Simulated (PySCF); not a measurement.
A structure optimised at B3LYP-D3(BJ)/def2-TZVP, used in a PySCF frequency run:

```xyz
6

Te     0.0330     0.3288     0.0000
H     -1.6245     0.4675     0.0000
C     -0.0143    -1.8370     0.0000
H     -0.5134    -2.1917     0.8960
H     -0.5134    -2.1917    -0.8960
H      1.0234    -2.1622     0.0000
```
Charge 0, spin multiplicity 1.

Write its SMILES, formula and point group.

C[TeH], CH4Te, Cs

What are its rotational constants (standard atomic weights)?

84.823, 7.2976, 7.0217 GHz
